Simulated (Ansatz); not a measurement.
Mulliken charges of AlH5O3Se, SMILES `[OH][Al-]([OH])([OH])[SeH2+]` from B3LYP/def2-TZVPP in Ansatz (PBE0-D4/def2-TZVP geometry).

| atom | x (Å) | y (Å) | z (Å) | charge (e) |
| --- | --- | --- | --- | --- |
| O1 | -0.977 | 0.118 | -1.431 | -0.460 |
| Al2 | -0.101 | -0.611 | -0.156 | 0.655 |
| O3 | 1.423 | -1.296 | -0.517 | -0.458 |
| O4 | -0.981 | -1.188 | 1.191 | -0.459 |
| Se5 | 0.870 | 1.571 | 1.047 | 0.025 |
| H6 | -1.933 | 0.126 | -1.418 | 0.175 |
| H7 | 1.710 | -1.396 | -1.423 | 0.175 |
| H8 | -0.651 | -1.914 | 1.718 | 0.174 |
| H9 | -0.429 | 2.240 | 1.190 | 0.084 |
| H10 | 1.153 | 2.299 | -0.196 | 0.089 |

Question: By hand: the dipole of these point charges (1 e Å = 4.8032 D).

Answer: Σ q r = (0.118, 0.561, 0.157) e Å, of length 0.594 e Å = 2.85 D.

Question: How does the dipole of the full density compare? (Estimate.)

Answer: Computed: (0.073, 0.459, 0.115) e Å, 2.30 D; the point charges give 1.24 times that, at 3° from its direction.

Point charges leave out the atoms' own dipoles, such as those of lone pairs, and Mulliken's split depends on the basis, so the two needn't agree.

B3LYP here is the variant with VWN-RPA as its local correlation; programs differ in this.
